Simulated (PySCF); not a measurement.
# Diatomics with 66 electrons

r²SCAN in PySCF with def2-TZVPPD on every atom (core potentials on Sn, Sb, I), for the lowest determinant that a PBE0 search found; no spin–orbit coupling. All have 66 electrons, 10 of them in the valence shells, and the same state, a singlet (closed shell). For ions De leads to the atom and ion picked by measured ionisation energies and electron affinities.

```tsv
species	difference of nuclear charges	Re (Å)	ωe (cm⁻¹)	k (mdyn/Å)	De (eV)	dissociates to
GeAs⁻	1	2.162	398	3.47	4.73	Ge⁻ + As
ZnBr⁻	5	2.665	132	0.363	0.67	Zn + Br⁻
SiSb⁻	37	2.308	461	2.85	4.20	Si⁻ + Sb
As2	0	2.094	458	4.62	3.95	As + As
GeSe	2	2.143	410	3.81	5.31	Ge + Se
GeBr⁺	3	2.205	370	3.07	4.54	Ge⁺ + Br
SnCl⁺	33	2.264	427	2.91	4.37	Sn⁺ + Cl
SiI⁺	39	2.324	448	2.71	4.42	Si⁺ + I
```

(1) Which member of the whole set has the stiffest bond, and how does it compare with the softest?

These are scalar-relativistic numbers at best; spin–orbit coupling would shift them, the dissociation energy most. For an ion De counts to the pair picked by the measured ionisation energies or electron affinities, which need not be the lowest pair at this level.

Results:

(1) As2 with k = 4.62 mdyn/Å, 13 times that of ZnBr⁻.
